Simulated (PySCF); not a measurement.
C3H8O2Si, SMILES C/C=C/O[SiH2]O.

Geometry optimised at B3LYP-D3(BJ)/def2-SVP. The structure was generated by enumeration; whether it is a known compound was not checked. The values are those of a single conformer.

Two levels are set side by side: TDDFT-PBE/def2-SVPD (PySCF) and TDDFT-LC-ωPBE/def2-SVPD (PySCF). Vertical, same geometry. The lowest singlet is HOMO→LUMO 92 % with PBE and HOMO→LUMO+4 58 %, HOMO→LUMO 17 %, HOMO→LUMO+2 14 % with the other functional; states are paired by order. Differences are taken from unrounded values.

| quantity | TDDFT-PBE |
|---|---|
| lowest singlet excitation (eV) | 4.81 |
| lowest triplet excitation (TDA) (eV) | 4.16 |
| first bright state (f over 0.05) (eV) | 6.19 |
| its oscillator strength | 0.05 |

**Question.** These are the TDDFT-PBE values. What does TDDFT-LC-ωPBE give? (The exact figures need the calculation; the answer reports its results.)

**Answer.** 
```json
[
 {"quantity": "lowest singlet excitation (eV)", "TDDFT-LC-ωPBE": "6.92", "TDDFT-PBE minus TDDFT-LC-ωPBE": "-2.11"},
 {"quantity": "lowest triplet excitation (TDA) (eV)", "TDDFT-LC-ωPBE": "4.00", "TDDFT-PBE minus TDDFT-LC-ωPBE": "0.16"},
 {"quantity": "first bright state (f over 0.05) (eV)", "TDDFT-LC-ωPBE": "6.92", "TDDFT-PBE minus TDDFT-LC-ωPBE": "-0.74"},
 {"quantity": "its oscillator strength", "TDDFT-LC-ωPBE": "0.50", "TDDFT-PBE minus TDDFT-LC-ωPBE": "-0.45"}
]
```

Functionals without exact exchange tend to place singlet excitations lower, as here. Differences between two approximate levels are no errors against the true value.

Rough cost on one machine, each run with all the roots and properties that it gave: TDDFT-LC-ωPBE against TDDFT-PBE about 7 times.
